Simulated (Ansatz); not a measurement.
Ansatz (a program for electronic structure) input (CCSD(T)/def2-TZVPP):

Ansatz 0.2 input:
```yaml
crystal:
  periodic: [false, false, false]
  atoms:
    - {symbol: Bi, position_ang: [0.00044982, -0.00166659, 0.25383416]}
    - {symbol: F, position_ang: [-1.37167859, -1.02994141, -0.78467261]}
    - {symbol: F, position_ang: [-0.21263127, 1.70933239, -0.76874137]}
    - {symbol: F, position_ang: [1.58016150, -0.66402128, -0.78750108]}
basis:
  gaussian:
    orbitals: def2-TZVPP
magnetization: {spin_polarized: false}
correlation: {method: ccsd_t, electrons: outside_noble_gas}
```

End of the output:

```
integrals: 0.30 GiB planned
1093 factors; integrals over basis functions are off by at most 8.1e-4 eV
mean field: 0.57 GiB planned
mean field evaluation 1: about -13929.6133 eV, gradient 5.3e1 eV
mean field evaluation 2: about -13929.6224 eV, gradient 5.3e1 eV
mean field evaluation 4: about -13934.3340 eV, gradient 2.3e0 eV
mean field evaluation 8: about -13934.3762 eV, gradient 2.6e-1 eV
mean field evaluation 16: about -13931.6909 eV, gradient 4.5e1 eV
mean field -13934.37664241 eV, -512.0788965490 hartree, gradient 9.0e-6 eV, S^2 0.000000; 0 other end points of the search recorded, 0 dependent functions left out
12 core orbitals not correlated, not the lowest: weight in the atoms' cores, before any rotation towards them, 0.762 or more for the frozen orbitals, at most 0.234 for the correlated occupied ones
reference -13934.37664241 eV, -512.0788965490 hartree; 13, 13 occupied and 118, 118 virtual orbitals, 1093 factors
second order -23.97503356 eV of doubles, -0.00000000 eV of singles
coupled cluster: 0.73 GiB planned
cycle   1  -23.07472093 eV  change    9.0e-1 eV  update   1.4e-1
cycle   2  -23.63906783 eV  change   -5.6e-1 eV  update   5.3e-2
cycle   3  -23.78987618 eV  change   -1.5e-1 eV  update   2.2e-2
cycle   4  -23.77564194 eV  change    1.4e-2 eV  update   6.4e-3
cycle   5  -23.76784385 eV  change    7.8e-3 eV  update   2.4e-3
cycle   6  -23.76909307 eV  change   -1.2e-3 eV  update   8.6e-4
cycle   7  -23.76919970 eV  change   -1.1e-4 eV  update   2.8e-4
cycle   8  -23.76891096 eV  change    2.9e-4 eV  update   9.6e-5
cycle   9  -23.76889398 eV  change    1.7e-5 eV  update   3.6e-5
cycle  10  -23.76893181 eV  change   -3.8e-5 eV  update   1.3e-5
cycle  11  -23.76891117 eV  change    2.1e-5 eV  update   4.6e-6
perturbative correction -0.77712549 eV, -0.0285588351 hartree
Total energy: -13958.92267908 eV, -512.9809467585 hartree
```
